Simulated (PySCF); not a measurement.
SMILES N#Cc1ccccc1[SeH] (C7H5NSe), singlet, GFN2-xTB optimised geometry.

```
14

N     -2.03    -2.61     0.00
C     -1.43    -1.63     0.00
C     -0.69    -0.42     0.00
C     -1.39     0.79     0.00
C     -0.70     1.99     0.00
C      0.69     1.99     0.00
C      1.39     0.79     0.00
C      0.71    -0.42     0.00
Se     1.75    -2.02     0.00
H     -2.47     0.77     0.00
H     -1.24     2.92     0.00
H      1.23     2.92     0.00
H      2.47     0.79     0.00
H      0.62    -2.92     0.00
```

Density from PBE/def2-TZVP run with PySCF 2.14.0 at that geometry.

Minimum of the electron density along straight lines between bonded atoms, close to the bond critical point (lines longer than 1.1 times the sum of covalent radii, or with two minima, are not listed):

```csv
bond,length / Å,ρ at the minimum / e bohr⁻³,∇²ρ there / e bohr⁻⁵,position (fraction from the first atom)
N1–C2,1.148,0.498,…,0.65
C2–C3,1.412,0.293,-0.83,0.54
C3–C4,1.396,0.309,-0.87,0.51
C4–C5,1.380,0.321,-0.93,0.51
C5–C6,1.388,0.316,-0.91,0.50
C6–C7,1.381,0.319,-0.92,0.50
C3–C8,1.402,0.305,-0.84,0.50
C7–C8,1.390,0.314,-0.89,0.49
C8–Se9,1.911,0.158,-0.16,0.49
C4–H10,1.080,0.287,-1.01,0.65
C5–H11,1.079,0.286,-1.01,0.65
C6–H12,1.080,0.287,-1.01,0.65
C7–H13,1.082,0.285,-1.00,0.65
Se9–H14,1.443,…,…,0.63
```

### Question
Fill in the missing entries.

### Answer

- N1–C2, ∇²ρ there / e bohr⁻⁵: -0.24
- Se9–H14, ρ at the minimum / e bohr⁻³: 0.186
- Se9–H14, ∇²ρ there / e bohr⁻⁵: -0.36
